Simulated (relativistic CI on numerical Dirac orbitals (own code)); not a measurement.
## From line strength to rate: V⁺ 3102.29 Å (air)

Problem. For 3d3.4s 5F_4 – 3d3.4p 5G°_5 of V⁺ a semi-empirical relativistic CI calculation gives the line strength S = 34.28 e²a₀² in the length gauge. The measured levels are 2968.27 and 35193.13 cm⁻¹ (NIST Handbook). Find gf, f, A and the partial lifetime.

Working.
1. σ = 35193.13 − 2968.27 = 32224.86 cm⁻¹, so the vacuum wavelength is 10⁸/σ = 3103.19 Å.
2. gf = 303.756 S/λ(Å) = 3.355, log gf = 0.526; with g = 9 for the lower level, f = 0.373.
3. A = 2.02613 × 10¹⁸ S/(g_u λ³) with g_u = 11: A = 2.11 × 10^8 s⁻¹.
4. The partial lifetime for this S is 1/A = 4.73 ns; in the calculation this line carries 89 % of the decay of the upper level.

Check. The Handbook lists A = 1.77 × 10^8 s⁻¹, a tabulated value with its own uncertainty (a few per cent for the best lines, 25 % or more for others); ours lies 19 % above it. The velocity form of the same calculation gives S = 36.9, and the gap between the two forms is a rough gauge of the error in S. With the computed energy (30718 cm⁻¹) in place of the measured one the rate would change by the factor (σ_calc/σ)³ = 0.87.
